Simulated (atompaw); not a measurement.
## PBEsol PAW (atompaw) dataset for magnesium, non-relativistic all-electron reference.

atompaw 4.2.0.5 input, output lines left out:

```
Mg 12
GGA-PBESOL loggrid 1500 logderivrange -2 5 176
3 3 0 0 0 0
3 1 0
0 0 0
c
c
v
c
v
2
3.00 2.55 2.45 2.00
y
1.25
n
y
3.95
n
y
-0.05
y
2.1
n
custom rrkj vanderbiltortho besselshape
3 0 vpsmatchnc
3.00
1.75
3.00
3.00
3.00
3.00
```

All-electron outer shells of the reference configuration (PBEsol, non-relativistic, ld1.x):

```
shell  level (eV)  outermost node (bohr)  outermost maximum (bohr)
   2p      -46.59                      –                      0.48
   3s       -4.67                   0.91                      2.56
   3p       -1.31                   0.96                      3.50
```

Calculated quality:

```
Cutoffs needed                                           : 6 Ry and 6 Ry (the cutoffs (Ry, on a coarse ladder) from which the occupation-weighted sum of valence levels, in a spherical-Bessel basis at the reference potential, stays within 10 and 1 mRy of its value at 400 Ry)
Ghost test                                               : no extra level below or beside the all-electron valence levels (s, p, d, f tested) (spherical-Bessel basis up to 400 Ry, 20 bohr box)
Lowest eigenvalue of the overlap operator                : 0.53 (s channel)
Overlap eigenvalues printed by atompaw (projector basis) : 0.0266, 0.131, 0.757, 5.12, 1.02e+05, 8.37e+05
Share of each valence orbital outside the PAW sphere     : 3s 49 %, 3p 77 %
```

Generation and tests took about 0.6 s on one core of a shared server CPU.
